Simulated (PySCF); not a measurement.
C3H6O2Si, SMILES C1=C[C@@H]([SiH2]O)O1. Coordinates come from a B3LYP-D3(BJ)/def2-SVP optimisation. The structure was generated by enumeration; whether it is a known compound was not checked. One conformer was computed; it need not be the lowest.

Problem. Give the equilibrium geometry at B3LYP-D3(BJ)/def2-SVP (PySCF confirms it by a frequency run) as bond lengths and angles. (An estimate is asked for; the answer gives what the named calculation found.)

Solution. One answer among several that fit: 
Atoms: O1 Si2 C3 C4 C5 O6 H7 H8 H9 H10 H11 H12. Bonds (Å): O1–Si2 1.668, O1–H7 0.965, Si2–C3 1.898, Si2–H8 1.490, Si2–H9 1.486, C3–C4 1.510, C3–O6 1.489, C3–H10 1.103, C4–C5 1.346, C4–H11 1.086, C5–O6 1.380, C5–H12 1.092. Bond angles (°): Si2–O1–H7 115.6, O1–Si2–C3 110.7, O1–Si2–H8 112.7, O1–Si2–H9 105.9, C3–Si2–H8 106.0, C3–Si2–H9 110.4, H8–Si2–H9 111.2, Si2–C3–C4 117.2, Si2–C3–O6 105.9, Si2–C3–H10 114.6, C4–C3–O6 87.4, C4–C3–H10 117.3, O6–C3–H10 109.9, C3–C4–C5 87.0, C3–C4–H11 135.7, C5–C4–H11 137.2, C4–C5–O6 98.9, C4–C5–H12 140.1, O6–C5–H12 121.0, C3–O6–C5 86.7.
Charge 0, spin multiplicity 1.
